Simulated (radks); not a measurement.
Hf IV, 69 electrons, occupied as [Xe] 4f14 5d1 (the NIST ground configuration).

Method: Dirac Kohn-Sham, PBE, spin-unpolarised, spherical densities, finite nucleus; open shells fill j = l - 1/2 first; Fermi nuclear charge, rms radius 5.347 fm; computed with a radial shooting solver on a logarithmic mesh with Libxc functionals.

Energy parts (eV):
part                       energy
total                  -410728.98
kinetic                 459262.54
electron-nucleus      -1020874.78
Hartree                 159290.73
exchange-correlation     -8407.48

Orbitals (lengths in bohr, moments of r in powers of bohr):
| orbital | occ. | eigenvalue (eV) | <1/r> |
|---|---|---|---|
| 1s1/2 | 2 | -65205.62 | 83.78 |
| 2s1/2 | 2 | -11167.34 | 20.31 |
| 2p1/2 | 2 | -10668.84 | 20.28 |
| 2p3/2 | 4 | -9477.033 | 17.23 |
| 3s1/2 | 2 | -2565.328 | 7.451 |
| 3p1/2 | 2 | -2343.861 | 7.367 |
| 3p3/2 | 4 | -2088.450 | 6.581 |
| 3d3/2 | 4 | -1712.893 | 6.472 |
| 3d5/2 | 6 | -1657.185 | 6.284 |
| 4s1/2 | 2 | -538.4788 | 3.123 |
| 4p1/2 | 2 | -447.6624 | 3.013 |
| 4p3/2 | 4 | -389.2324 | 2.739 |
| 4d3/2 | 4 | -239.8280 | 2.519 |
| 4d5/2 | 6 | -229.1282 | 2.453 |
| 5s1/2 | 2 | -93.9382 | 1.185 |
| 5p1/2 | 2 | -68.0691 | 1.056 |
| 5p3/2 | 4 | -60.1219 | 0.9633 |
| 4f5/2 | 6 | -44.9184 | 1.937 |
| 4f7/2 | 8 | -43.1700 | 1.906 |
| 5d3/2 | 1 | -27.4481 | 0.6683 |
| 5d5/2 | 0 | -26.7547 | 0.6505 |

The highest occupied level is 5d3/2 at -27.448 eV. Summed over all electrons, <r^2> = 33.58 bohr^2, which gives a Langevin (diamagnetic) susceptibility term of -26.6 x 10^-6 cm^3/mol. For comparison, the ionisation energy in NIST's Atomic Spectra Database is 33.37 eV (semi-empirical). In exact Kohn-Sham theory the highest level is minus the ionisation energy, but local and semilocal functionals leave it too shallow, through self-interaction and a potential that decays too fast; potentials with the right tail come closer. The density falls to 0.001 e/bohr^3 at r = 3.27 bohr.

Beside tabulated values, note that spin-unpolarised runs miss the spin-polarisation part of the exchange energy of open shells.
